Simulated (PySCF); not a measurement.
C₄H₁₀Se, SMILES CC(C)C[SeH], singlet (GFN2-xTB optimised geometry):

```
15

C      0.844    -1.489    -0.222
C      0.346    -0.062     0.000
C      0.897     0.504     1.304
C     -1.178    -0.062     0.000
Se    -1.982     1.740     0.000
H      0.494    -2.142     0.576
H      1.931    -1.510    -0.229
H      0.487    -1.883    -1.171
H      0.696     0.563    -0.831
H      0.514     1.508     1.473
H      1.982     0.552     1.270
H      0.603    -0.123     2.143
H     -1.570    -0.541     0.900
H     -1.576    -0.581    -0.874
H     -1.397     2.142    -1.261
```

Level of theory: CAM-B3LYP/def2-TZVP in PySCF.

Question: What are the frontier orbital energies and the dipole moment?

Answer: HOMO-2 -10.87 eV, HOMO-1 -9.85 eV, HOMO -7.75 eV, LUMO 1.17 eV, LUMO+1 1.95 eV; dipole moment 1.62 D.

On the same geometry PBE/def2-TZVP (PySCF) gives HOMO-2 -8.03 eV, HOMO-1 -7.36 eV, HOMO -5.27 eV, LUMO -0.68 eV, LUMO+1 0.13 eV; dipole moment 1.61 D.

Meta-Löwdin charges at CAM-B3LYP/def2-TZVP: C1 -0.33, C2 -0.04, C3 -0.34, C4 -0.27, Se5 -0.05, H6 0.10, H7 0.11, H8 0.11, H9 0.09, H10 0.12, H11 0.11, H12 0.10, H13 0.12, H14 0.12, H15 0.05.
